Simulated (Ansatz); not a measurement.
Frontier orbitals of `[CH3][Sc]([F])[Cl]`.

The species carries charge 0 and has multiplicity 1. Correlated methods include outer-core shells of Sc, which these sets cover unevenly. Scalar relativity is left out up to krypton. The geometry is a stationary point of PBE0-D4/def2-TZVP. Basis def2-TZVPP, Ansatz.

```tsv
functional	HOMO (eV)	LUMO (eV)
BHLYP	-8.88	-1.80
```

Q: Give HOMO and LUMO (eV) with LDA (SPW92), PBE, revPBE, BLYP, r2SCAN, B97M-V, PBE0, B3LYP, r2SCANh, r2SCAN0, HSE06 (plane-wave form), CAM-B3LYP, LC-ωPBE, ωB97X-V, ωB97M-V, HF. (An estimate is asked.)

A: Ansatz gave: 
| functional | HOMO | LUMO |
| --- | --- | --- |
| LDA (SPW92) | -6.46 | -3.73 |
| PBE | -6.29 | -3.50 |
| revPBE | -6.23 | -3.35 |
| BLYP | -6.16 | -3.54 |
| r2SCAN | -6.56 | -3.17 |
| B97M-V | -6.62 | -3.35 |
| PBE0 | -7.65 | -2.53 |
| B3LYP | -7.41 | -2.95 |
| r2SCANh | -7.07 | -2.83 |
| r2SCAN0 | -7.83 | -2.32 |
| HSE06 (plane-wave form) | -7.24 | -2.91 |
| CAM-B3LYP | -9.07 | -1.71 |
| LC-ωPBE | -10.48 | -0.33 |
| ωB97X-V | -10.09 | -0.53 |
| ωB97M-V | -9.96 | -0.87 |
| HF | -10.78 | 0.33 |

B3LYP here is the variant with VWN-RPA as its local correlation; programs differ in this. LC-ωPBE has ω = 0.4 bohr⁻¹.
